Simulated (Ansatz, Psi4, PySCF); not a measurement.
CrF₂O₂, singlet, geometry from GFN2-xTB (such geometries of metal compounds can be far from the true shape). Base run: PySCF with WB97M-V/def2-SVPD.

PySCF was given this input:
```python
from pyscf import gto, scf, dft

mol = gto.M(
    atom='''
Cr    0.052098   -0.009182    0.017120
O     1.235119   -0.334455   -0.927286
O     0.502059    0.028293    1.498124
F    -0.567081    1.486993   -0.393793
F    -1.116006   -1.190364   -0.159271
''',
    basis='def2-svpd',
    charge=0,
    spin=0,
    verbose=3,
)

mf = dft.RKS(mol)
mf.xc = 'wb97m_v'
mf.kernel()
```

The same geometry, method and basis name were run in Ansatz (a quantum-chemistry and plane-wave program) and Psi4 and PySCF, at each program's defaults and at the settings that a row names. The base is PySCF at its defaults. Differences at the defaults can come from grids, fitting, cores and function types together.

```json
[
 {"code and settings": "PySCF, defaults (exact integrals, its default grid, spherical functions)", "ΔE vs base (mEh)": "0.000", "basis functions": "126", "E (Eh)": "-1394.09840", "SCF cycles": "14", "dipole (D)": "0.03", "outcome": "converged"},
 {"code and settings": "Psi4, defaults (density fitting with its default set, its default grid, spherical functions)", "ΔE vs base (mEh)": "-0.250", "basis functions": "126", "E (Eh)": "-1394.09865", "SCF cycles": "9", "dipole (D)": "0.03", "outcome": "converged"},
 {"code and settings": "Ansatz, defaults (factorised integrals, its default grid, spherical functions)", "ΔE vs base (mEh)": "-0.012", "basis functions": "126", "E (Eh)": "-1394.09841", "SCF cycles": "-", "dipole (D)": "-", "outcome": "converged"},
 {"code and settings": "PySCF, density fitting with def2-universal-jkfit", "ΔE vs base (mEh)": "-0.010", "basis functions": "126", "E (Eh)": "-1394.09841", "SCF cycles": "14", "dipole (D)": "0.03", "outcome": "converged"},
 {"code and settings": "PySCF, fine grid", "ΔE vs base (mEh)": "-", "basis functions": "-", "E (Eh)": "-", "SCF cycles": "-", "dipole (D)": "-", "outcome": "cut at the time limit"},
 {"code and settings": "Psi4, exact integrals, spherical functions, fine grid", "ΔE vs base (mEh)": "-0.053", "basis functions": "126", "E (Eh)": "-1394.09845", "SCF cycles": "14", "dipole (D)": "0.03", "outcome": "converged"},
 {"code and settings": "Ansatz, high accuracy", "ΔE vs base (mEh)": "-0.039", "basis functions": "126", "E (Eh)": "-1394.09843", "SCF cycles": "-", "dipole (D)": "-", "outcome": "converged"}
]
```
